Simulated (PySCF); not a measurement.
**Ar⁹⁺: ionisation energy**

Ar⁹⁺ [He] 2s2 2p5 [2p1/2^2 2p3/2^3, M_J = 3/2] → Ar¹⁰⁺ [He] 2s2 2p4 [2p1/2^2 2p3/2^2, M_J = 2], as a difference of total energies. All numbers are calculated (PySCF 2.14, the two-component X2C-1e Hamiltonian, in an even-tempered Gaussian basis (18 s from 1.2 bohr⁻², ratio 2.4; 11 p from 1.6 bohr⁻², ratio 2.4; 5 d from 9.1 bohr⁻², ratio 2.6; 5 f from 14 bohr⁻², ratio 2.6)). Correlated levels: nothing frozen; the 28 highest virtual spinors dropped. "Screened" scales the spin-orbit matrix elements by Boettger's factors to mimic the two-electron term; Breit and QED terms are absent.

```csv
method,ionisation energy (eV)
GHF (spin-free),478.35
GMP2 (spin-free),479.81
GHF (screened spin-orbit),478.15
GMP2 (screened spin-orbit),479.61
```

Question: How much does correlation contribute at GMP2 (screened spin-orbit)?

Answer: 479.61 − (478.15) = 1.46 eV, measured against GHF (screened spin-orbit).

The labels give the starting determinants; with spin-orbit coupling the two ends relaxed to ⟨J²⟩ = 3.75, ⟨L²⟩ = 2.00, ⟨S²⟩ = 0.75 and ⟨J²⟩ = 6.00, ⟨L²⟩ = 2.07, ⟨S²⟩ = 1.97.

For comparison: 479.76 ± 0.12 eV (semi-empirical (NIST evaluation); NIST Atomic Spectra Database, ionization energies).
